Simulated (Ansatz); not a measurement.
Species: LiCl, charge 1, doublet. LiCl+ (parent SMILES [Li][Cl], doublet).
B3LYP-D3(BJ)/def2-TZVP minimum from Ansatz (a first-principles code):
```xyz
2

Li     0.0000     0.0000    -2.0255
Cl     0.0000     0.0000     0.3574
```
Charge +1, spin multiplicity 2.

Total energies in def2-TZVPP, 7 correlated electrons, 6 frozen orbitals. UHF or UKS for unpaired electrons; spin-orbit terms are left out. Correlated methods leave the cores frozen. No relativity. The spin of ClLi+ (parent SMILES [Li][Cl], doublet) was assumed, and the state is the lowest solution found for it.

| method | program | energy (Eh) | minus CCSDTQ (mEh) |
|---|---|---|---|
| HF | Ansatz | -466.73006 | 189.10 |
| MP2 | Ansatz | -466.88890 | 30.27 |
| CCSD | Ansatz | -466.91239 | 6.78 |
| CCSD(T) | Ansatz | -466.91829 | 0.88 |
| CCSDT(Q) | Ansatz | -466.91916 | 0.01 |
| CCSDTQ | Ansatz | -466.91917 | 0.00 |

Rough core times of Ansatz's runs on a shared machine: CCSD(T) under 20 s, CCSDT(Q) 50 s, CCSDTQ 30 min.
